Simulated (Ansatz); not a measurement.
Born–Oppenheimer molecular dynamics of a periodic cell of 20 atoms, HCl (contents 10 HCl, density as packed 1.19 g/cm³ with natural masses). It goes on from the last frame of an earlier run, with new velocities.

Method: DFT PBE-D3(BJ), scalar-relativistic, plane waves, PAW (Ansatz). Settings: cutoff 420 eV, k mesh 1x1x1, fermi-dirac smearing 0.02 eV, no spin polarisation.

* ensemble: NVT, Nosé–Hoover chain
* time step: 0.5 fs
* steps asked: 400
* set temperature: 250 K
* thermostat: time constant 50 fs, chain length 5
* seed: 938646

First frame:

```xyz
20
Lattice="7.9896 0.0000 0.0000 0.0000 7.9896 0.0000 0.0000 0.0000 7.9896" Properties=species:S:1:pos:R:3
Cl 4.705 4.284 7.310
H 4.786 3.106 7.943
Cl 0.284 2.848 7.786
H 0.286 3.157 6.555
Cl 1.489 5.887 5.711
H 2.340 5.369 4.805
Cl 3.050 3.988 2.985
H 4.202 4.589 3.196
Cl 6.424 7.108 6.531
H 6.846 8.248 5.961
Cl 6.611 5.624 1.976
H 5.897 4.948 1.020
Cl 4.977 1.412 1.198
H 5.480 0.317 0.689
Cl 6.412 3.119 4.698
H 7.051 2.589 3.702
Cl 0.600 0.885 2.962
H 1.592 0.745 3.760
Cl 3.022 0.864 5.301
H 2.645 -0.371 5.595
```

Problem. What does the run give?

Solution. All steps were run.

```json
{
 "steps done": "400",
 "time covered": "200 fs",
 "mean temperature over the second half": "291 K",
 "spread of the potential energy over the second half": "5.1 meV per atom",
 "mean potential energy of the second half above the start": "16.8 meV per atom"
}
```

The conserved energy stayed within 0.11 meV per atom of its start (net change 0.069 meV per atom), so the integration is sound. The mean temperature of the second half is 16 % above the set value. A run of 0.2 ps of so small a system gives no equilibrium averages. Limits of this set-up: coarse k mesh.

Problem. What happens to the structure?

Solution. Mean squared displacements from the first frame to the last, about the centre of mass: Cl 0.44 Å², H 1.95 Å². This is one draw of velocities; another would differ in detail.

Problem. How do temperature and energy run in time?

Solution. 
```csv
time (fs),T (K),potential energy less start (eV),conserved less start (meV/atom)
0.0,250,0.000,0.00
16.5,223,0.066,0.01
33.0,258,-0.015,-0.04
49.5,233,0.064,0.01
66.0,244,0.061,-0.07
82.5,226,0.164,-0.02
99.0,282,0.173,0.06
115.5,341,0.158,-0.05
132.0,305,0.314,0.00
148.5,253,0.468,0.07
165.0,275,0.421,0.06
181.5,279,0.401,0.08
198.0,289,0.335,0.00
```

Run time: 6.4 min on 1 thread of AMD EPYC 7R13 Processor (Zen 3), on a shared host, peak memory 0.51 GiB.
